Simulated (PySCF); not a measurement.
# Co(23+) (cobalt, charge +23): Hartree-Fock from Schrödinger to Dirac-Coulomb-Breit

Occupied: 1s1/2, 2s1/2. Hartree-Fock calculated with PySCF 2.14 in an uncontracted even-tempered set (16 s from 2.1 bohr⁻², ratio 2.7; 11 p from 2.5 bohr⁻², ratio 2.7), Gaussian nucleus throughout. NR is non-relativistic, sf-X2C the spin-free one-electron X2C Hamiltonian, X2C adds the bare one-electron spin-orbit term, X2C-SNSO screens it by Boettger's factors, DC is four-component Dirac-Coulomb, and the Gaunt and Breit terms are added at first order (total energies over the DC spinors, levels after relaxing the spinors in that mean field). QED terms are absent. Levels marked empty are virtual spinors of this ion.

```csv
Hamiltonian,E (hartree)
NR,-869.6261
sf-X2C,-878.2929
X2C,-878.2929
X2C-SNSO,-878.2929
DC,-878.4431
DC+Gaunt,-878.1327
DC+Breit,-878.1384
```

```tsv
level (eV)	NR	sf-X2C	X2C	X2C-SNSO	DC	DC+Gaunt	DC+Breit
1s1/2	-9187.5	-9271.0	-9271.0	-9271.0	-9274.6	-9267.2	-9267.2
2s1/2	-2089.4	-2113.5	-2113.5	-2113.5	-2113.8	-2113.0	-2113.1
2p1/2 (empty)	-1942.8	-1951.0	-1964.2	-1963.2	-1963.4	-1962.0	-1962.3
2p3/2 (empty)	-1942.8	-1951.0	-1944.7	-1945.2	-1945.2	-1944.4	-1944.6
3s1/2 (empty)	-852.32	-860.06	-860.06	-860.06	-860.15	-859.94	-859.97
```

Q: How large are the two-electron picture-change error of X2C and the Breit correction in the total energy?

A: X2C-1e lies 0.1503 hartree above Dirac-Coulomb; Gaunt adds 0.3104 and the full Breit term 0.3047 hartree.

| interval (eV) | X2C | X2C-SNSO | DC | DC+Gaunt | DC+Breit |
| --- | --- | --- | --- | --- | --- |
| 2p3/2 − 2p1/2 | 19.52 | 18.05 | 18.24 | 17.66 | 17.66 |

Weight of the small component: 1s1/2 0.00956, 2s1/2 0.00213, 2p1/2 0.00207, 2p3/2 0.00205, 3s1/2 0.000860.

Koopmans' value for the highest occupied level at DC+Breit: 2113.1 eV, against an ionisation energy of 2119.4 ± 1.9 eV (semi-empirical (NIST evaluation); NIST Atomic Spectra Database, ionization energies); the former lacks relaxation, correlation, QED and recoil.

The whole ladder took 44 s of wall time on 1 thread of Neoverse-N1 (shared host), launched as `OMP_NUM_THREADS=1 python relrun2.py TASK.json OUT` (a driver that calls PySCF for each Hamiltonian).
